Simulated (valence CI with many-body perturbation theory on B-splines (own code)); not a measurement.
The numbers below are computed, except where a source is named.
## In27+: what each term of the Hamiltonian does

Method: configuration interaction combined with many-body perturbation theory (CI+MBPT): four valence electrons over a frozen Dirac-Fock core [Ar], radial functions for each j: 9 s, 9 p, 10 d, 8 f, 5 g, 3 h, 1 i, with the one-electron correlation potential Σ1 (screened to all orders), the two-electron term Σ2, the three-electron term Σ3, Breit, model QED; selected single and double excitations, second order for the rest (own B-spline code, finite nucleus).

The last digits are not significant, and no measured levels were compared; by estimate large intervals hold to a few tenths of a per cent, small ones and those within an open d or f shell to about a per cent. Core correlation moves these levels by up to 8900 cm⁻¹, and in measured spectra 5 to 20 % of such shifts remained as error; rates that hang on mixing are uncertain with them. Only levels of the ground parity were solved; by the run's estimate the other parity begins above the list, which can be wrong where configurations are misplaced.

Each rung adds one term. CI alone is the Dirac-Coulomb CI over the frozen core; QED comes last and gives the full result, which names the levels. Energies are above (3d3/2^4) J=0 on the same rung, in cm⁻¹.

Levels are named by their leading jj configuration (3d3/2^4 stands for four electrons in 3d with j = 3/2), which in mixed levels can hold well under half, so a name can repeat and another be missing. Letters in brackets count levels of one name in rising energy.

| Level | CI alone |
| --- | --- |
| (3d3/2^3 3d5/2) J=1 | 38888 |
| (3d3/2^2 3d5/2^2) J=2 [a] | 68383 |
| (3d3/2^2 3d5/2^2) J=3 [a] | 88350 |
| (3d3/2^3 3d5/2) J=4 | 95863 |
| (3d3/2^2 3d5/2^2) J=0 [a] | 132622 |
| (3d3/2^2 3d5/2^2) J=4 [a] | 141735 |
| (3d3/2^2 3d5/2^2) J=3 [b] | 164671 |
| (3d3/2^2 3d5/2^2) J=2 [b] | 168221 |
| (3d3/2^2 3d5/2^2) J=5 | 175484 |
| (3d3/2^2 3d5/2^2) J=1 | 178624 |
| (3d3/2^2 3d5/2^2) J=6 | 189231 |
| (3d3/2^2 3d5/2^2) J=4 [b] | 207265 |
| (3d3/2^2 3d5/2^2) J=2 [c] | 213735 |
| (3d3/2^2 3d5/2^2) J=3 [c] | 222096 |
| (3d3/2 3d5/2^3) J=4 [a] | 223824 |
| (3d3/2 3d5/2^3) J=3 [a] | 244595 |

Question: What do these energies become with core correlation, Breit and QED?

Answer: (3d3/2^3 3d5/2) J=1 39273 (+385); (3d3/2^2 3d5/2^2) J=2 [a] 67684 (-699); (3d3/2^2 3d5/2^2) J=3 [a] 86394 (-1956); (3d3/2^3 3d5/2) J=4 92324 (-3539); (3d3/2^2 3d5/2^2) J=0 [a] 130337 (-2285); (3d3/2^2 3d5/2^2) J=4 [a] 139104 (-2631); (3d3/2^2 3d5/2^2) J=3 [b] 161108 (-3563); (3d3/2^2 3d5/2^2) J=2 [b] 164813 (-3409); (3d3/2^2 3d5/2^2) J=5 171431 (-4053); (3d3/2^2 3d5/2^2) J=1 175172 (-3452); (3d3/2^2 3d5/2^2) J=6 183824 (-5407); (3d3/2^2 3d5/2^2) J=4 [b] 200811 (-6454); (3d3/2^2 3d5/2^2) J=2 [c] 206761 (-6974); (3d3/2^2 3d5/2^2) J=3 [c] 214034 (-8062); (3d3/2 3d5/2^3) J=4 [a] 218935 (-4889); (3d3/2 3d5/2^3) J=3 [a] 239504 (-5091).

Question: How does the ionisation energy move along the ladder, and which term matters most?

Answer: CI alone 1487.4, + Σ1 1489.9, + Σ2 1497.5, + Σ3 1497.6, + Breit 1496.8, + QED 1496.8 eV. The largest step is Σ2, 7.6 eV. NIST lists 1496 ± 4 eV (theoretical).
